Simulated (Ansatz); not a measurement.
Consider the hydrogenolysis of a Ge–O bond: `C[O][GeH]([Cl])[SeH]` + H₂ → `[Cl][GeH2][SeH]` + CH₃OH.

Computed with Ansatz on PBE0-D4/def2-TZVP structures; ΔE is electronic, products minus reactants. CCSD(T)/CBS adds triple-zeta CCSD(T) − MP2 to the extrapolated MP2 energy (def2 sets, frozen cores). This one scheme is used for every species. Functionals use def2-TZVPP. B3LYP here is the variant with VWN-RPA as its local correlation; programs differ in this. For Ge, Se outer-core shells are correlated without core-valence functions, which leaves a few kJ/mol of doubt a bond. Scalar relativity is left out up to krypton. One conformer a species, not always the lowest.

Q: Is it downhill or uphill in electronic energy at CCSD(T)/CBS, and by how much? (An estimate is asked.)

A: The calculation gave: Uphill: ΔE = +0.31 eV.

Q: What do these levels give: PBE-D4, r2SCAN-D4, PBE0-D4, B3LYP-D4, ωB97X-V, ωB97M-V? (Best estimate.)

A: Computed: PBE-D4 0.30, r2SCAN-D4 0.35, PBE0-D4 0.23, B3LYP-D4 0.32, ωB97X-V 0.29, ωB97M-V 0.29 eV.

Largest T1 diagnostic among the species: 0.011.

In def2-TZVPP, CCSD(T) changes the Hartree–Fock value by +0.26 eV (the triples alone add +0.07 eV) and MP2 by +0.35 eV. From PBE to PBE0 (25 % exact exchange), in def2-TZVPP and without D4, ΔE moves by −0.06 eV.
